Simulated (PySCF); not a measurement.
From results back to the method.

Compound: CF3CH2CN, C3H2F3N.
Atom-mapped SMILES: `[N:1]#[C:2][CH2:3][C:4]([F:5])([F:6])[F:7]` (hydrogens: H8, H9 on C3)

The closed-shell ground state was solved 4 times with PySCF (density fitting, gas phase), always in the pcSseg-2 basis (280 functions), with these functionals: B97-2, KT3, PBE0 and wB97X-D. Geometry: PBE0-D3(BJ)/def2-TZVP; no solvent, vibrations or thermal averaging.

```json
{"row": "P", "total energy (Eh)": "-476.1669", "HOMO (eV)": "-8.73", "LUMO (eV)": "-1.14", "dipole (D)": "3.20"}
{"row": "Q", "total energy (Eh)": "-469.5085", "HOMO (eV)": "-10.13", "LUMO (eV)": "-0.15", "dipole (D)": "3.32"}
{"row": "R", "total energy (Eh)": "-469.8474", "HOMO (eV)": "-12.05", "LUMO (eV)": "1.68", "dipole (D)": "3.34"}
{"row": "S", "total energy (Eh)": "-469.8355", "HOMO (eV)": "-9.84", "LUMO (eV)": "-0.17", "dipole (D)": "3.31"}
```

Question: Which functional belongs to which row?

Answer: P = KT3, Q = PBE0, R = wB97X-D, S = B97-2. By rising HOMO–LUMO gap: KT3 (GGA) 7.59 eV; B97-2 (global hybrid, 21 % exact exchange) 9.67 eV; PBE0 (global hybrid, 25 % exact exchange) 9.98 eV; wB97X-D (range-separated hybrid) 13.73 eV. Total energies of different functionals aren't bounds to one another; each is stationary for its own functional.

The values belong to the conformer `[N:1]#[C:2][CH2:3][C:4]([F:5])([F:6])[F:7]`: C2–C3–C4–F5 61°.

Note: wB97X-D ran without an empirical dispersion term, which enters the total energy and its gradient alone.
